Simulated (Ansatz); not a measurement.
The molecule MgP+, multiplicity 5 (an upper state: multiplicity 3 came lower at CCSD(T)/def2-TZVPP on PBE0 minima).

Seven points along R, fitted to fifth degree in 1/R; most abundant isotopes. Runs in def2 and cc sets follow the lowest solution found near the PBE0 minimum.

Correlated levels freeze the inner cores; with def2 sets outer-core shells near the valence are correlated too.

Programs: Ansatz (Gaussian basis) for Hartree–Fock, density functionals and correlated methods. Values without a source in brackets are computed.

```json
[
 {"level": "PBE/def2-TZVPP", "r_e (Å)": "3.173", "ω_e (cm⁻¹)": "114", "ω_e x_e (cm⁻¹)": "1.8"},
 {"level": "PBE0/def2-TZVPP", "r_e (Å)": "3.176", "ω_e (cm⁻¹)": "109", "ω_e x_e (cm⁻¹)": "1.9"},
 {"level": "wB97X-V/def2-TZVPP", "r_e (Å)": "3.266", "ω_e (cm⁻¹)": "86", "ω_e x_e (cm⁻¹)": "2.8"},
 {"level": "CCSD/def2-TZVPP", "r_e (Å)": "3.285", "ω_e (cm⁻¹)": "___", "ω_e x_e (cm⁻¹)": "2.6"},
 {"level": "CCSD(T)/def2-TZVPP", "r_e (Å)": "___", "ω_e (cm⁻¹)": "___", "ω_e x_e (cm⁻¹)": "2.6"}
]
```

### Question
Fill in the missing entries.

### Answer

- CCSD(T)/def2-TZVPP, r_e (Å): 3.263
- CCSD(T)/def2-TZVPP, ω_e (cm⁻¹): 87
- CCSD/def2-TZVPP, ω_e (cm⁻¹): 84

Ansatz is a program for electronic structure.
